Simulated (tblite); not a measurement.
Start geometry of `C[N+]1=CC=C(F)C=C1` from a force field or distance geometry (Å):
```
atom  x, y, z in Å
C1     2.126   -0.162   -0.231
N2     0.682   -0.035   -0.087
C3    -0.014   -1.186    0.004
C4    -1.393   -1.054    0.138
C5    -2.024    0.165    0.218
F6    -3.375    0.233    0.352
C7    -1.235    1.292    0.121
C8     0.133    1.188   -0.016
H9     2.395   -0.966   -0.963
H10    2.517   -0.476    0.781
H11    2.608    0.771   -0.592
H12    0.472   -2.153   -0.048
H13   -2.030   -1.934    0.226
H14   -1.649    2.277    0.164
H15    0.783    2.048   -0.091
```

Task: What comes out of this run: GFN2-xTB geometry optimisation, gas phase (tblite 0.8.0)?

Result: 
```
atom  x, y, z in Å
C1     2.1325   -0.1795   -0.2196
N2     0.6983   -0.0482   -0.0880
C3    -0.0528   -1.1560   -0.0009
C4    -1.4178   -1.0922    0.1491
C5    -2.0162    0.1668    0.2100
F6    -3.3147    0.2705    0.3496
C7    -1.2299    1.3143    0.1210
C8     0.1302    1.1629   -0.0273
H9     2.3776   -0.9577   -0.9414
H10    2.5722   -0.4527    0.7419
H11    2.5754    0.7573   -0.5496
H12    0.4587   -2.1067   -0.0533
H13   -2.0155   -1.9880    0.2182
H14   -1.6817    2.2932    0.1679
H15    0.7791    2.0240   -0.0994
```

The energy falls by 6.0 kcal/mol over 19 L-BFGS steps, the largest force on an atom goes from 1.88 to 0.008 eV/Å, and the atoms move by 0.044 Å rms after alignment. The bond that changes most is C5–F6 (aromatic C–F carbon to aryl fluorine), which shortens by 0.049 Å. Bonds longer at the end by more than 0.005 Å: 3 of 15; shorter: 8. Among the angles that change most is N2–C3–C4, from 115.9° to 121.7°. Rotational constants go from 5716, 1456, 1170 to 5708, 1479, 1184 MHz. The orientation of the end geometry is arbitrary; only internal coordinates are fixed.

GFN2-xTB frequencies show an imaginary mode (26i cm⁻¹), so the point is no minimum at that level.

These are computed values.
